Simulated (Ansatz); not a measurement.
In₅P₅H₁₈, a cluster cut from wurtzite InP (hydrogen-capped), relaxed as a singlet with RKS r2SCAN-D4/def2-SVP in Ansatz, starting from the GFN2-xTB geometry. Force threshold 0.03 eV/Å.

In the def2 sets In takes a core potential; there is no spin–orbit coupling.

Start:

```xyz
28

P    -3.270   -1.624   -1.814
In   -0.931   -1.336   -3.028
P     0.351    0.090   -1.283
In    2.845   -0.203   -1.913
P     4.028    0.549    0.338
In   -4.863   -0.813    0.084
P    -2.836    0.513    1.178
In   -0.653    1.773    0.424
P     1.138    1.690    2.351
In    3.779    1.756    2.634
H    -4.115   -2.101   -2.805
H    -3.038   -2.893   -1.292
H    -0.236   -2.896   -2.941
H    -1.197   -0.489   -4.480
H     0.400   -0.957   -0.354
H     3.105   -1.892   -1.965
H     3.341    0.866   -3.140
H     4.248   -0.725    0.854
H     5.358    0.722   -0.017
H    -5.146   -2.088    1.190
H    -6.076    0.251   -0.461
H    -2.169   -0.661    1.541
H    -3.070    0.874    2.500
H    -0.947    3.364   -0.177
H     1.081    0.302    2.507
H     0.449    1.926    3.535
H     4.346    3.360    2.633
H     4.078    0.645    3.901
```

Q: Estimate the energy that the relaxation releases and the steps that it takes.

A: 15.9 kcal/mol, in 12 steps; 3.8 min on 4 threads of Arm Neoverse V1 on a shared host. No frequencies were taken in this run, so the end may be a saddle point.

Q: Does the start keep its bonding and symmetry?

A: By distances, no bond broke or formed. The bond that changes most is P3–In8, from 2.60 to 2.53 Å (atoms count from 1). Point group Cs at the start, Cs at the end, both within 0.05 Å.

Q: Predict the relaxed structure.

A: 
Cartesian coordinates in Å:
```
P -3.253 -1.934 -1.729
In -1.071 -1.241 -3.092
P 0.476 -0.481 -1.126
In 2.930 -0.044 -1.912
P 4.128 0.266 0.447
In -4.748 -0.617 -0.024
P -2.658 0.308 1.331
In -0.498 1.364 0.312
P 1.039 1.407 2.422
In 3.653 1.882 2.456
H -4.171 -2.418 -2.702
H -2.988 -3.191 -1.120
H -0.461 -2.734 -3.705
H -1.529 0.176 -3.960
H 0.544 -1.590 -0.234
H 3.569 -1.527 -2.521
H 2.967 1.522 -2.630
H 4.276 -1.027 1.018
H 5.505 0.468 0.151
H -5.528 -1.745 1.020
H -5.395 0.752 -0.839
H -2.186 -0.737 2.172
H -3.108 1.180 2.360
H -0.772 2.930 -0.337
H 0.815 0.154 3.057
H 0.396 2.222 3.395
H 3.823 3.495 1.886
H 4.247 1.161 3.905
```
Bond lengths (bridged metal pairs left out): 11 × In–P 2.53 to 2.66 Å; 9 × H–In 1.72 to 1.73 Å; 9 × H–P 1.42 Å.
